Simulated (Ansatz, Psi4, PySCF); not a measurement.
CHOS (SMILES [OH+]=C=S), charge +1, singlet, geometry from GFN2-xTB. Base run: WB97X-V/cc-pVDZ (PySCF).

PySCF was given this input:
```python
from pyscf import gto, scf, dft

mol = gto.Mole()
mol.atom = '''
    O    -0.05168487    0.00758199   -1.62217986
    C     0.02888989   -0.02120432   -0.40228227
    S    -0.02233192    0.02665716    1.10304489
    H     0.59745029   -0.35994452   -2.25758581
'''
mol.basis = 'cc-pvdz'
mol.charge = 1
mol.verbose = 4
mol.build()

mf = dft.RKS(mol)
mf.xc = 'wb97x_v'
mf.kernel()
```

The same geometry, method and basis name were run in Ansatz (a program for electronic structure) and Psi4 and PySCF, at each program's defaults and at the settings that a row names. The base is PySCF at its defaults. Differences at the defaults can come from grids, fitting, cores and function types together.

```csv
code and settings,ΔE vs base (mEh),basis functions,E (Eh),SCF cycles
"PySCF, defaults (exact integrals, its default grid, spherical functions)",0.000,51,-511.68168,11
"Psi4, defaults (density fitting with its default set, its default grid, spherical functions)",-0.021,51,-511.68171,9
"Ansatz, defaults (factorised integrals, its default grid, spherical functions)",0.003,51,-511.68168,-
"PySCF, density fitting with def2-universal-jkfit",-0.018,51,-511.68170,11
"PySCF, fine grid",0.000,51,-511.68168,11
"Psi4, exact integrals, spherical functions, fine grid",0.001,51,-511.68168,12
"Ansatz, high accuracy",0.000,51,-511.68168,-
```
